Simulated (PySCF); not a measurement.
# What a mistake does to a calculation on BGe2H6O

All numbers below are calculated, not measured. The program is PySCF 2.14.0, an open-source quantum chemistry code, run on an isolated molecule that a program drew, which may never have been made. The molecule is BGe2H6O (charge 0, doublet), drawn as the SMILES string `[BH][GeH2][O][GeH3]`.

Each row is a Hartree-Fock (HF) and frozen-core CCSD(T) single point in the cc-pVDZ basis, meant for a local HF minimum. Run 1 is clean. Each other run has one planted mistake out of seven kinds, and not every kind appears here: one electron removed, one electron added, multiplicity raised by two, geometry at a saddle point, minimal basis STO-3G, one bond length entered in bohr, all coordinates scaled. The reference is restricted for singlets and unrestricted otherwise, and also for a bond in bohr. Adding or removing an electron swaps singlet and doublet. Electrons count all cores. HOMO and LUMO are orbital energies over both spins, the gradient is its largest component, and the lowest frequency (negative if imaginary) is given only where the gradient is small. Bond lengths are over the 9 bonds as drawn. T1 is the CCSD diagnostic: over 0.02 (restricted) or 0.045 (unrestricted) a single reference is doubtful. Germanium has the cc-pVDZ-PP basis, with a core potential (ECP10MDF) in place of its 10 inner electrons, and its 3s, 3p and 3d shells are frozen in CCSD(T).

Geometry of the clean run:
```xyz
10
BGe2H6O, angstrom
B     1.8995    2.4253    1.9005
Ge    0.1127    1.6876    2.6463
O    -0.7866    0.7742    1.4188
Ge   -0.4240   -0.2926    0.0559
H     2.7165    3.1844    2.3299
H    -0.8374    2.8002    3.0970
H     0.4098    0.7393    3.8182
H    -0.0683    0.5562   -1.1676
H     0.7551   -1.2044    0.4188
H    -1.6826   -1.1179   -0.2025
```

```
run,electrons,basis functions,<S^2>,HOMO (eV),LUMO (eV),gradient (hartree/bohr),lowest frequency (cm^-1),mean bond (Å),longest bond (Å),T1,HF (hartree),CCSD(T) (hartree),mistake
1,83,104,0.757,-9.15,0.95,2.0e-06,26,1.6077,2.072,0.0144,-689.73594,-690.23954,no fault
2,82,104,0.000,-15.68,-6.71,6.1e-02,-,1.6077,2.072,0.0181,-689.44416,-689.94134,one electron removed
3,83,104,1.691,-8.19,1.21,2.4e-02,-,1.7832,3.354,0.0297,-689.62724,-690.09579,one bond length entered in bohr
4,84,104,0.000,-0.30,7.33,5.0e-02,-,1.6077,2.072,0.0178,-689.69907,-690.24213,one electron added
5,83,104,0.757,-9.16,0.91,1.7e-02,-,1.6544,2.132,0.0152,-689.72844,-690.23752,?
6,83,104,3.766,-8.19,-1.84,4.6e-02,-,1.6077,2.072,0.0275,-689.61939,-690.11855,?
```

**Which mistake was planted in run 5, and what did it cost?**

The mean and the longest bond both change by the same factor, 1.029, and the gradient is no longer small. So the mistake is: all coordinates scaled. Subtracting run 1 and multiplying by 627.51 kcal/mol a hartree, the energy moved by 4.7 kcal/mol in HF and 1.3 kcal/mol in CCSD(T).

**Which mistake was planted in run 6, and what did it cost?**

Electrons, basis and geometry are unchanged, and <S^2> is 3.766, beside S(S+1) = 3.75 for a multiplicity of 4. So the mistake is: multiplicity raised by two. Subtracting run 1 and multiplying by 627.51 kcal/mol a hartree, the energy moved by 73.1 kcal/mol in HF and 75.9 kcal/mol in CCSD(T).

